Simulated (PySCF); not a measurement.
Be(OH)(NMe2) (C2H7BeNO), SMILES [OH][Be][N](C)C. Geometry: PBE0-D3(BJ)/def2-SVP. The structure was generated by enumeration; whether it is a known compound was not checked. One conformer was computed; it need not be the lowest.

The numbers are results of PySCF with PBE0-D3(BJ)/def2-SVP, not measurements.

Harmonic wavenumbers (cm⁻¹): 120, 152, 239, 262, 296, 349, 360, 475, 510, 620, 1023, 1091, 1108, 1169, 1257, 1261, 1430, 1446, 1452, 1458, 1481, 1485, 1615, 2971, 2978, 3025, 3035, 3118, 3118, 4029. Rotational constants (GHz): 9.417, 2.868, 2.271; symmetry number 1.

Problem. Work out the zero-point energy and the ideal-gas rigid-rotor harmonic-oscillator thermochemistry at 298.15 K and 1 atm.

Solution. ZPE = ½ Σ hcν = ½ × 42936 cm⁻¹ = 256.81 kJ/mol. H − E(el) = 277.81 kJ/mol. Entropy in J/(mol K): translation 161.75, rotation 109.05, vibration 63.23, total 334.03. G − E(el) = 178.22 kJ/mol. Cp = 107.48 J/(mol K). Modes under 150 cm⁻¹ make the vibrational entropy uncertain.
